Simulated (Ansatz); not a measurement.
LinHm (charge -1): vertical IE (eV) at several levels, gas phase, relaxed structures; Ansatz. Clusters are the lowest isomers that short searches found in that spin, judged at the geometry's level. The spins of the ions were chosen, not always searched. The structures are stationary points that may keep the symmetry of their start. Remarks come from the PBE and PBE0 runs and from stability tests at other levels; not every state was tested. A HOMO above zero means that the electron is unbound at that level and held by the basis, or that self-interaction error raises the level; the energy of removing that electron tells which.

| species | state | geometry | PBE-D4/def2-TZVPD | r2SCAN-D4/def2-TZVPD | PBE0-D4/def2-TZVPD | remarks |
| --- | --- | --- | --- | --- | --- | --- |
| Li2H4⁻ | doublet to singlet | r2SCAN-D4/def2-TZVPD | 2.19 | 2.21 | 2.15 | HOMO above zero at PBE or PBE0 |
| Li4H5⁻ | singlet to doublet | PBE0-D4/def2-TZVPD | 3.18 | 3.23 | 3.55 | – |
| Li3H6⁻ | singlet to doublet | PBE-D4/def2-TZVPD | 2.86 | 2.87 | 3.13 | – |
| Li5H10⁻ | singlet to doublet | PBE-D4/def2-TZVPD | 2.99 | 3.04 | 3.34 | – |

Over the 4 species that have every level, the mean is 2.81 at PBE-D4/def2-TZVPD, 2.83 at r2SCAN-D4/def2-TZVPD, 3.04 at PBE0-D4/def2-TZVPD.
